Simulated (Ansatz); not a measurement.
`[Cl][Al]1[CH2][S]1` and `[Cl][Al]1[CH2][O]1` differ in one element.

Ansatz, PBE0-D4/def2-TZVP geometries, multiplicity 1. 

| property | `[Cl][Al]1[CH2][S]1` |
| --- | --- |
| HOMO energy (PBE/def2-TZVPP) / eV | -5.99 |
| size of the dipole moment (PBE/def2-TZVPP) / D | 1.53 |
| HOMO–LUMO gap (PBE/def2-TZVPP) / eV | 3.68 |
| LUMO energy (PBE0/def2-TZVPP) / eV | -1.48 |
| vertical ionisation energy (CCSD(T)/CBS(def2)) / eV | 9.46 |
| HOMO energy (PBE0/def2-TZVPP) / eV | -7.14 |

(1) What does the change do to each property? (Best estimate.)

## Answers

(1) Ansatz gave: 
```
                                           property  `[Cl][Al]1[CH2][O]1`  shift
                  HOMO energy (PBE/def2-TZVPP) / eV                 -5.59   0.40
     size of the dipole moment (PBE/def2-TZVPP) / D                  1.72   0.19
                HOMO–LUMO gap (PBE/def2-TZVPP) / eV                  3.19  -0.49
                 LUMO energy (PBE0/def2-TZVPP) / eV                 -1.55  -0.07
vertical ionisation energy (CCSD(T)/CBS(def2)) / eV                  9.30  -0.16
                 HOMO energy (PBE0/def2-TZVPP) / eV                 -6.85   0.29
```

With PBE0 the HOMO rises by 0.29 eV and the LUMO falls by 0.07 eV, so the gap narrows by about 0.36 eV. PBE moves the HOMO by 0.40 eV and ωB97M-V by 0.19 eV. Dipoles are sizes alone; their direction can turn.
